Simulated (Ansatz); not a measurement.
C4H2F8 (`FCC(F)(F)C(F)(F)C(F)(F)F`), relaxed with RKS PBE0-D4/def2-TZVP in Ansatz 0.2.0 from a PBE-D4/def2-SVP geometry. The force threshold is 0.005 eV/Å; the program also tests the step.

Charge 0, multiplicity 1.

Start:

```xyz
14

F     1.454   -2.674    0.380
C     1.475   -1.322    0.147
C     0.038   -0.797    0.139
F    -0.684   -1.435   -0.823
F    -0.554   -1.039    1.341
C    -0.016    0.732   -0.137
F     0.718    1.365    0.819
F     0.559    0.966   -1.349
C    -1.434    1.377   -0.151
F    -1.311    2.689   -0.416
F    -2.198    0.815   -1.099
F    -2.030    1.230    1.040
H     2.043   -0.800    0.947
H     1.940   -1.106   -0.838
```

Question: How much energy does the relaxation release, and in how many steps? (An estimate is asked.)

Answer: Ansatz gave: 6.51 kJ/mol, in 4 steps.

Question: Which bonds change most? (Best estimate.)

Answer: The calculation gave: C2–H13 from 1.111 to 1.092 Å; C2–H14 from 1.111 to 1.092 Å; C6–F8 from 1.361 to 1.344 Å; C6–F7 from 1.361 to 1.345 Å.

Question: Give the relaxed structure. (Estimate.)

Answer: The calculation gave: 
```xyz
14

F     1.454   -2.648    0.379
C     1.471   -1.304    0.144
C     0.038   -0.797    0.138
F    -0.672   -1.434   -0.811
F    -0.543   -1.045    1.327
C    -0.020    0.724   -0.136
F     0.703    1.352    0.809
F     0.546    0.959   -1.332
C    -1.430    1.373   -0.151
F    -1.295    2.668   -0.412
F    -2.190    0.829   -1.089
F    -2.024    1.237    1.025
H     2.032   -0.804    0.936
H     1.931   -1.110   -0.827
```
